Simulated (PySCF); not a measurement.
**Working out the ionisation energy of Bi⁺**

Bi⁺ [Xe] 4f14 5d10 6s2 6p2 (3P) → Bi²⁺ [Xe] 4f14 5d10 6s2 6p1 (2P). All numbers are calculated (PySCF 2.14, a scalar-relativistic core potential, in aug-cc-pwCVDZ-PP with ECP60MDF (6s5p4d1f, 48 functions)). Frozen: nothing. Energies in hartree (1 hartree = 27.21139 eV):

```
            part  Bi⁺ (lower)  Bi²⁺ (upper)
             UHF  -213.289222   -212.727000
CCSD correlation    -0.413136     -0.402062
             (T)    -0.006583     -0.006370
```

Question: What does Hartree-Fock give?

Answer: (-212.727000) − (-213.289222) = 0.562222 hartree = 15.299 eV.

Question: What do CCSD and CCSD(T) give?

Answer: The CCSD correlation energies differ by 0.011074 hartree = 0.301 eV and the triples by 0.000213 hartree = 0.006 eV, so CCSD gives 15.600 eV and CCSD(T) 15.606 eV.

Reference: 16.703 eV (measured; NIST Atomic Spectra Database, ionization energies), between the lowest levels; spin-orbit coupling is absent from the calculation.

A double-zeta basis recovers only part of the correlation energy.

What remains against the reference includes basis incompleteness and higher excitations.
